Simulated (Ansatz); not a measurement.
Ansatz (a program for electronic structure) input:

Ansatz 0.2 input:
```yaml
crystal:
  periodic: [false, false, false]
  atoms:
    - {symbol: Ta, position_ang: [0.01877785, -0.03174698, -0.09650922]}
    - {symbol: O, position_ang: [-1.40465735, -1.07952295, 0.11257024]}
    - {symbol: O, position_ang: [-0.42963557, 1.61973301, -0.58564700]}
    - {symbol: F, position_ang: [1.47817337, -0.22268347, 1.20330967]}
basis:
  gaussian:
    orbitals: def2-SVP
hamiltonian:
  xc: {name: PBE0}
total_charge: -1
magnetization: {spin_polarized: true, initial_magnetization: 1}
```

### Question
Which total energy does the run end on?

### Answer
-307.05768 Eh (PBE0/def2-SVP). The basis has 74 functions.

The spin state was set by rule; other spins were not relaxed.
